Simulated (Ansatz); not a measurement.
Computed with Ansatz on PBE0-D4/def2-TZVP structures; ΔE is electronic, products minus reactants. CBS: MP2 limit from def2 TZ/QZ plus the TZ coupled-cluster correction, frozen cores. Functionals use def2-TZVPP. B3LYP here is the variant with VWN-RPA as its local correlation; programs differ in this. Each species was taken in one conformer, which may not be the lowest.

`CC(C)O[SiH](F)F` + `[SiH3]N[SiH](Cl)Cl` → `F[SiH](F)N[SiH](Cl)Cl` + `CC(C)O[SiH3]`  (redistribution)

```json
{"level": "PBE-D4", "ΔE (kJ/mol)": "8.1", "difference from CCSD(T)/CBS": "-0.9"}
{"level": "r2SCAN-D4", "ΔE (kJ/mol)": "8.6", "difference from CCSD(T)/CBS": "-0.4"}
{"level": "PBE0-D4", "ΔE (kJ/mol)": "8.8", "difference from CCSD(T)/CBS": "-0.2"}
{"level": "B3LYP-D4", "ΔE (kJ/mol)": "8.2", "difference from CCSD(T)/CBS": "-0.8"}
{"level": "ωB97X-V", "ΔE (kJ/mol)": "8.6", "difference from CCSD(T)/CBS": "-0.4"}
{"level": "ωB97M-V", "ΔE (kJ/mol)": "8.1", "difference from CCSD(T)/CBS": "-0.9"}
{"level": "B2PLYP", "ΔE (kJ/mol)": "10.2", "difference from CCSD(T)/CBS": "1.2"}
{"level": "PBE", "ΔE (kJ/mol)": "10.0", "difference from CCSD(T)/CBS": "1.0"}
{"level": "r2SCAN", "ΔE (kJ/mol)": "8.9", "difference from CCSD(T)/CBS": "-0.1"}
{"level": "PBE0", "ΔE (kJ/mol)": "10.4", "difference from CCSD(T)/CBS": "1.4"}
{"level": "B3LYP", "ΔE (kJ/mol)": "11.4", "difference from CCSD(T)/CBS": "2.4"}
{"level": "HF/def2-TZVPP", "ΔE (kJ/mol)": "12.8", "difference from CCSD(T)/CBS": "3.8"}
{"level": "MP2/def2-TZVPP", "ΔE (kJ/mol)": "8.3", "difference from CCSD(T)/CBS": "-0.7"}
{"level": "SCS-MP2/def2-TZVPP", "ΔE (kJ/mol)": "8.9", "difference from CCSD(T)/CBS": "-0.1"}
{"level": "CCSD/def2-TZVPP", "ΔE (kJ/mol)": "9.7", "difference from CCSD(T)/CBS": "0.7"}
{"level": "CCSD(T)/def2-TZVPP", "ΔE (kJ/mol)": "9.1", "difference from CCSD(T)/CBS": "0.1"}
{"level": "HF/def2-QZVPP", "ΔE (kJ/mol)": "13.0", "difference from CCSD(T)/CBS": "4.0"}
{"level": "MP2/def2-QZVPP", "ΔE (kJ/mol)": "8.3", "difference from CCSD(T)/CBS": "-0.7"}
{"level": "SCS-MP2/def2-QZVPP", "ΔE (kJ/mol)": "9.0", "difference from CCSD(T)/CBS": "0.0"}
{"level": "HF/CBS(def2)", "ΔE (kJ/mol)": "13.0", "difference from CCSD(T)/CBS": "4.0"}
{"level": "MP2/CBS(def2)", "ΔE (kJ/mol)": "8.2", "difference from CCSD(T)/CBS": "-0.8"}
{"level": "CCSD/CBS(def2)", "ΔE (kJ/mol)": "9.6", "difference from CCSD(T)/CBS": "0.6"}
{"level": "CCSD(T)/CBS", "ΔE (kJ/mol)": "9.0", "difference from CCSD(T)/CBS": "0"}
```

Largest T1 diagnostic among the species: 0.011.

In def2-TZVPP, CCSD(T) changes the Hartree–Fock value by −3.7 kJ/mol (the triples alone add −0.6 kJ/mol) and MP2 by −4.5 kJ/mol. The D4 term adds −3.2 kJ/mol with B3LYP and −1.6 kJ/mol with PBE0; it sums over pairs of atoms, weighted by their polarisabilities, and B3LYP, whose exchange is more repulsive, gets the larger term.
